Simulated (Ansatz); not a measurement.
Consider the atomization: `BN1[SiH2][SiH]1Cl` → B• + Cl• + 5 H• + N• + 2 Si•.

Isolated molecules relaxed with PBE0-D4/def2-TZVP in Ansatz; ΔE leaves out vibrations. CCSD(T)/CBS adds triple-zeta CCSD(T) − MP2 to the extrapolated MP2 energy (def2 sets, frozen cores). This one scheme is used for every species, atoms too. DFT in def2-TZVPP. HSE06 is defined as in plane-wave codes. No spin–orbit coupling; open shells (•) take unrestricted orbitals. Spin–orbit coupling would lower the free atoms: a little for B, Cl, Si.

```json
{"level": "PBE-D4", "ΔE (kJ/mol)": "3391.1", "difference from CCSD(T)/CBS": "45.1"}
{"level": "r2SCAN-D4", "ΔE (kJ/mol)": "3370.3", "difference from CCSD(T)/CBS": "24.3"}
{"level": "PBE0-D4", "ΔE (kJ/mol)": "3351.4", "difference from CCSD(T)/CBS": "5.4"}
{"level": "r2SCAN0-D4", "ΔE (kJ/mol)": "3325.7", "difference from CCSD(T)/CBS": "-20.3"}
{"level": "revPBE", "ΔE (kJ/mol)": "3244.5", "difference from CCSD(T)/CBS": "-101.5"}
{"level": "r2SCAN", "ΔE (kJ/mol)": "3363.7", "difference from CCSD(T)/CBS": "17.7"}
{"level": "r2SCAN0", "ΔE (kJ/mol)": "3317.7", "difference from CCSD(T)/CBS": "-28.3"}
{"level": "HSE06", "ΔE (kJ/mol)": "3331.3", "difference from CCSD(T)/CBS": "-14.7"}
{"level": "HF/def2-SVP", "ΔE (kJ/mol)": "2438.4", "difference from CCSD(T)/CBS": "-907.6"}
{"level": "MP2/def2-SVP", "ΔE (kJ/mol)": "3131.4", "difference from CCSD(T)/CBS": "-214.6"}
{"level": "HF/def2-TZVPP", "ΔE (kJ/mol)": "2466.9", "difference from CCSD(T)/CBS": "-879.1"}
{"level": "SCS-MP2/def2-TZVPP", "ΔE (kJ/mol)": "3296.3", "difference from CCSD(T)/CBS": "-49.7"}
{"level": "MP2/def2-QZVPP", "ΔE (kJ/mol)": "3360.2", "difference from CCSD(T)/CBS": "14.2"}
{"level": "HF/CBS(def2)", "ΔE (kJ/mol)": "2475.8", "difference from CCSD(T)/CBS": "-870.2"}
{"level": "MP2/CBS(def2)", "ΔE (kJ/mol)": "3401.9", "difference from CCSD(T)/CBS": "55.9"}
{"level": "CCSD/CBS(def2)", "ΔE (kJ/mol)": "3294.0", "difference from CCSD(T)/CBS": "-52.0"}
{"level": "CCSD(T)/CBS", "ΔE (kJ/mol)": "3346.0", "difference from CCSD(T)/CBS": "0"}
```

Largest T1 diagnostic among the species: 0.014.

Leaving LDA and LC-ωPBE aside and taking each functional with its dispersion term where it has one, the values, not all of them listed here, spread over 99.3 kJ/mol, from BHLYP-D4 to PBE-D4. LDA lies +426.7 kJ/mol from PBE without D4, its usual overbinding. From r2SCAN to r2SCAN0 (25 % exact exchange), in def2-TZVPP and without D4, ΔE moves by −46.0 kJ/mol: exact exchange takes away binding that semilocal exchange gives to molecules. The D4 term adds +45.3 kJ/mol with B3LYP and +23.8 kJ/mol with PBE0; it sums over pairs of atoms, weighted by their polarisabilities, and B3LYP, whose exchange is more repulsive, gets the larger term.

B3LYP here is the variant with VWN-RPA as its local correlation; programs differ in this.

For atomizations the MP2-based limit and the directly extrapolated one differ by several kJ/mol either way, and by 10 to 25 for some Ge, Se and Sn compounds, so smaller differences from it don't rank the levels.
